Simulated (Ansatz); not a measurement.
Relaxation of a periodic cell of 17 atoms, Si₁₆B (host Si, host structure diamond, interstitial B), to a largest force component of 0.03 eV/Å in at most 60 steps.

All numbers below come from DFT LDA, scalar-relativistic, plane waves, PAW (Ansatz 0.2.0). Settings: PAW set soft_1, cutoff 420 eV, k mesh 2x2x2, fermi-dirac smearing 0.05 eV, spin collinear.

```xyz
17
Lattice="0.0000 5.4300 5.4300 5.4300 0.0000 5.4300 5.4300 5.4300 0.0000" Properties=species:S:1:pos:R:3
Si 0.000 0.000 0.000
Si 1.357 1.357 1.357
Si 2.715 2.715 0.000
Si 4.072 4.072 1.357
Si 2.715 0.000 2.715
Si 4.072 1.357 4.072
Si 5.430 2.715 2.715
Si 6.787 4.072 4.072
Si 0.000 2.715 2.715
Si 1.357 4.072 4.072
Si 2.715 5.430 2.715
Si 4.072 6.787 4.072
Si 2.715 2.715 5.430
Si 4.072 4.072 6.787
Si 5.430 5.430 5.430
Si 6.787 6.787 6.787
B 4.057 4.063 4.122
```

Q: Where does it end, and by what steps?

A: It converged. The force dipped under the threshold on the way, but the program's further checks kept it going. Limits of this set-up: coarse k mesh, PAW files made for another functional, a small cell, in which the defect meets its images. After 16 steps the energy has fallen by 0.267 eV; B17 moved furthest, 1.05 Å. Joined: Si14–B17 (2.67 → 1.94 Å).

| step | energy less start (eV) | largest force component (eV/Å) | accepted |
| --- | --- | --- | --- |
| 0 | 0.0000 | 0.388 | yes |
| 1 | -0.0650 | 0.183 | yes |
| 2 | -0.0871 | 0.035 | yes |
| 3 | -0.0887 | 0.042 | yes |
| 4 | -0.1154 | 0.213 | yes |
| 5 | -0.1438 | 0.660 | yes |
| 6 | -0.1768 | 0.233 | yes |
| 7 | -0.1995 | 0.095 | yes |
| 8 | -0.2084 | 0.052 | yes |
| 9 | -0.2179 | 0.131 | yes |
| 10 | -0.2368 | 0.241 | yes |
| 11 | -0.2476 | 0.210 | yes |
| 12 | -0.2306 | 0.526 | no |
| 13 | -0.2588 | 0.131 | yes |
| 14 | -0.2664 | 0.028 | yes |
| 15 | -0.2664 | 0.028 | yes |
| 16 | -0.2672 | 0.019 | yes |

```xyz
17
Lattice="0.0000 5.4300 5.4300 5.4300 0.0000 5.4300 5.4300 5.4300 0.0000" Properties=species:S:1:pos:R:3
Si -0.024 -0.014 -0.084
Si 1.361 1.348 1.220
Si 2.725 2.735 -0.082
Si 4.070 4.071 1.297
Si 2.646 0.061 2.694
Si 4.091 1.350 3.974
Si 5.426 2.714 2.641
Si 6.788 4.048 3.977
Si 0.077 2.630 2.696
Si 1.337 4.100 3.973
Si 2.715 5.426 2.642
Si 4.040 6.801 3.976
Si 2.690 2.700 5.242
Si 4.089 4.070 7.106
Si 5.452 5.463 5.245
Si 6.791 6.790 6.733
B 4.083 4.069 5.171
```

The run took 2.2 min on 2 threads of Arm Neoverse V2 (shared host), peak memory 0.62 GiB.
